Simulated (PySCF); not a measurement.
**Polarisability and C₆ of Be²⁺ (beryllium, charge +2)**

1s2, closed-shell 1S. Calculation: PySCF 2.14, in aug-cc-pVQZ-DK; the spin-free X2C one-electron Hamiltonian (Gaussian nucleus). Coupled (time-dependent) response in atomic units; α is the mean over directions.

| method | mean α (bohr³) | C₆ (like pair) | S(−4) |
| --- | --- | --- | --- |
| UHF | 0.05058 | 0.01006 | 0.001931 |
| PBE | 0.05394 | 0.01094 | 0.002273 |
| PBE0 | 0.05297 | 0.01068 | 0.002170 |
| BP86 | 0.05356 | 0.01085 | 0.002230 |

S(−4) is the Cauchy moment in α(ω) = α(0) + S(−4) ω² + …

α(iu) at UHF:

```tsv
u (hartree)	α(iu) (bohr³)
0	0.05058
0.0500	0.05058
0.100	0.05056
0.200	0.05051
0.300	0.05041
0.500	0.05011
0.750	0.04952
1.00	0.04873
1.50	0.04661
2.00	0.04395
3.00	0.03786
5.00	0.02644
```

For an ion, C₆ is the dispersion term alone; charge-induced terms of lower order in 1/R come first.
